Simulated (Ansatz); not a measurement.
`CB(N)O[SiH3]` + H–F → `CB(N)F` + `O[SiH3]`  (ligand exchange at a B–O bond)

Gas-phase electronic energies from Ansatz, PBE0-D4/def2-TZVP geometries. CBS: MP2 limit from def2 TZ/QZ plus the TZ coupled-cluster correction, frozen cores. This one scheme is used for every species. Functionals use def2-TZVPP. B3LYP here is the variant with VWN-RPA as its local correlation; programs differ in this. HSE06 is defined as in plane-wave codes. Each species was taken in one conformer, which may not be the lowest.

**Question.** Is it downhill or uphill in electronic energy at CCSD(T)/CBS, and by how much? (An estimate is asked.)

**Answer.** The calculation gave: Downhill: ΔE = -15.3 kJ/mol.

**Question.** What do these levels give: LDA (SPW92), r2SCANh-D4, HSE06-D4, BHLYP-D4, CAM-B3LYP-D4, ωB97M-V, revPBE, r2SCAN, B3LYP, r2SCANh, HF/def2-TZVPP, CCSD(T)/def2-TZVPP? (Estimate.)

**Answer.** The calculation gave: LDA (SPW92) -20.6, r2SCANh-D4 -23.2, HSE06-D4 -19.7, BHLYP-D4 -20.3, CAM-B3LYP-D4 -23.4, ωB97M-V -22.7, revPBE -32.0, r2SCAN -26.4, B3LYP -31.5, r2SCANh -25.5, HF/def2-TZVPP -31.9, CCSD(T)/def2-TZVPP -18.0 kJ/mol.

Largest T1 diagnostic among the species: 0.011.

Leaving LDA and LC-ωPBE aside and taking each functional with its dispersion term where it has one, the values, not all of them listed here, spread over 9.0 kJ/mol, from B97M-V to revPBE-D4. LDA lies +7.9 kJ/mol from PBE without D4. In def2-TZVPP, CCSD(T) changes the Hartree–Fock value by +13.9 kJ/mol (the triples alone add +1.9 kJ/mol) and MP2 by +16.4 kJ/mol. At CCSD(T), def2-SVP lies −8.1 kJ/mol from the extrapolated value and def2-TZVPP −2.7 kJ/mol.
